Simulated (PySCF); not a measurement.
## BeF2: breathing scan

All numbers come from PBE0/[Be def2-TZVP, F def2-TZVP], no relativity, density fitting, PySCF.

Rigid scan from the singlet minimum (Be–F 1.378 Å (×2); F–Be–F 180.0°). Coordinate: all bonds to the central atom scaled together. Energies in kJ/mol from the minimum.

(1) Predict the curve at 0.88, 0.92, 0.96, 1.00, 1.04, 1.08, 1.14, 1.22, 1.35.

## Answers

(1) 
```csv
scale of all bonds to the centre,E (kJ/mol)
0.88,135.6
0.92,53.6
0.96,12.0
1.00,0.0
1.04,9.7
1.08,35.1
1.14,93.1
1.22,192.1
1.35,373.1
```

Other isomers or separated fragments may lie lower.
